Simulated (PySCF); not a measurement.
## Correlation energy of Zn (zinc, neutral)

[Ar] 3d9 4s2 5s1, high-spin 3D determinant (an excited configuration). Calculation: PySCF 2.14, in aug-cc-pVTZ-DK; the spin-free X2C one-electron Hamiltonian (Gaussian nucleus). Frozen: [Ar]; 12 electrons correlated.

```tsv
level	correlation energy (mhartree)
CCSD	-410.17
(T)	-12.13
CCSD(T)	-422.30
```

Diagnostics: T1 = 0.018, D1 = 0.0720, largest double amplitude 0.075.

The outer electron is Rydberg-like, and this basis confines it to a smaller radius and binds it less than a complete one would.

Cost of the coupled-cluster step: roughly 30 core-seconds, for 12 correlated electrons.
